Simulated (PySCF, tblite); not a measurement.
Species: C5H13NOSi2.
Numbering: `[CH2:1]=[N:2][SiH2:3][SiH2:4][C:5]([CH3:6])([CH3:7])[CH:8]=[O:9]` (hydrogens: H10, H11 on C1; H12, H13 on Si3; H14, H15 on Si4; H16, H17, H18 on C6; H19, H20, H21 on C7; H22 on C8)

Cartesian coordinates in Å at the GFN2-xTB level; atoms count from 1:
```xyz
22
C5H13NOSi2 angstrom
C      3.3965   -0.1180   -0.8147
N      2.6324   -1.0836   -0.6081
Si     1.6204   -1.5819    0.6818
Si    -0.5111   -1.3564   -0.1832
C     -1.1312    0.4938   -0.0545
C     -2.5337    0.6343   -0.6305
C     -1.0847    0.9221    1.4096
C     -0.1185    1.2035   -0.8542
O      0.9679    1.5607   -0.4589
H      3.6301    0.6587   -0.0860
H      3.8751   -0.0190   -1.7863
H      2.0081   -2.9881    0.8212
H      1.7798   -0.9437    2.0006
H     -1.5519   -2.0893    0.5565
H     -0.7119   -1.7335   -1.5899
H     -2.8728    1.6690   -0.5749
H     -3.2350    0.0192   -0.0714
H     -2.5632    0.3210   -1.6718
H     -0.0546    0.9669    1.7553
H     -1.6415    0.2321    2.0404
H     -1.5194    1.9156    1.5226
H     -0.3911    1.3362   -1.9215
```

The calculation used PBE0/pcSseg-1 in PySCF (dipole) on a GFN2-xTB geometry, gas phase.

Take the most abundant isotopes and a rigid rotor. The values belong to one conformer with, in the numbering `[CH2:1]=[N:2][SiH2:3][SiH2:4][C:5]([CH3:6])([CH3:7])[CH:8]=[O:9]`, C1–N2–Si3–Si4 112°, N2–Si3–Si4–C5 -82°, Si3–Si4–C5–C6 180°, Si4–C5–C8–O9 -83°.

Give the principal moments of inertia and the rotational constants in GHz.

Ia = 284.79, Ib = 605.57, Ic = 726.78 u·Å²; 505379 MHz·u·Å²/I gives 1775, 834.6 and 695.4 MHz, that is A = 1.7746, B = 0.8346, C = 0.6954 GHz.

Classify the top.

An asymmetric top: κ = (2 × 834.6 − 1775 − 695.4)/(1775 − 695.4) = -0.74.

Is it planar, by Δ = Ic − Ia − Ib?

Not planar: Δ = Ic − Ia − Ib = -163.57 u·Å². For a rigid frame Δ = −2 Σ m c², so Σ m c² = 81.79 u·Å² lies off the ab plane: 26.26 from hydrogen and 55.53 from heavier atoms. The atom farthest from that plane is 2.02 Å away.

Give the other two planar moments, Paa and Pbb, and the rms extents of the mass along the axes.

Paa = Σ m a² = (Ib + Ic − Ia)/2 = 523.78 and Pbb = Σ m b² = (Ia + Ic − Ib)/2 = 203.00 u·Å². With the mass M = 159.05 u, the rms extents √(P/M) along a, b and c are 1.81, 1.13, 0.72 Å.

Which lines would a microwave search look for?

The dipole components are |μa| = 1.67 D, |μb| = 0.13 D, |μc| = 0.10 D. The squared components, which scale the intensities, stand as 1.00 : 0.01 : 0.00 (a : b : c). Some lines, for components of 0.1 D or more:

| type | branch | J(Ka,Kc) | MHz | lower level (cm⁻¹) |
| --- | --- | --- | --- | --- |
| c | Q | 2(1,2) ← 2(0,2) | 815 | 0.153 |
| a | Q | 3(1,2) ← 3(1,3) | 834 | 0.326 |
| c | Q | 1(1,1) ← 1(0,1) | 940 | 0.051 |
| b | Q | 1(1,0) ← 1(0,1) | 1079 | 0.051 |
| b | Q | 2(1,1) ← 2(0,2) | 1233 | 0.153 |
| a | R | 1(0,1) ← 0(0,0) | 1530 | 0.000 |
| b | R | 2(0,2) ← 1(1,1) | 2105 | 0.082 |
| c | R | 1(1,0) ← 0(0,0) | 2609 | 0.000 |
| c | Q | 3(2,2) ← 3(1,2) | 2621 | 0.353 |
| c | Q | 2(2,1) ← 2(1,1) | 2820 | 0.194 |
| b | Q | 2(2,0) ← 2(1,1) | 2834 | 0.194 |
| a | R | 2(1,2) ← 1(1,1) | 2921 | 0.082 |
| b | Q | 2(2,1) ← 2(1,2) | 3238 | 0.180 |
| c | R | 2(1,1) ← 1(0,1) | 4278 | 0.051 |
| a | R | 3(1,3) ← 2(1,2) | 4372 | 0.180 |
| a | R | 3(2,1) ← 2(2,0) | 4646 | 0.288 |
| b | Q | 3(3,1) ← 3(2,2) | 5057 | 0.441 |
| c | R | 2(2,1) ← 1(1,1) | 6158 | 0.082 |
| b | R | 2(2,0) ← 1(1,1) | 6173 | 0.082 |
| b | R | 3(2,2) ← 2(1,1) | 7410 | 0.194 |
| b | R | 3(2,1) ← 2(1,2) | 7898 | 0.180 |
| b | R | 3(3,1) ← 2(2,0) | 9632 | 0.288 |
| b | R | 3(3,0) ← 2(2,1) | 9647 | 0.288 |

Estimate the classical rotational partition function at 10 K, 25 K and 298.15 K.

Point group C1, symmetry number σ = 1; q = (√π/σ)·√((kT/h)³/(ABC)), k/h = 20836.6 MHz/K: 5250 at 10 K, 20800 at 25 K, 855000 at 298.15 K.

Its GFN2-xTB frequencies are all real (lowest 20 cm⁻¹). No vibrational averaging or centrifugal distortion is included, and the geometry carries the error of its method. A rigid rotor knows nothing of internal rotation, which can split or shift real lines. Quadrupole hyperfine structure (14N) is left out.
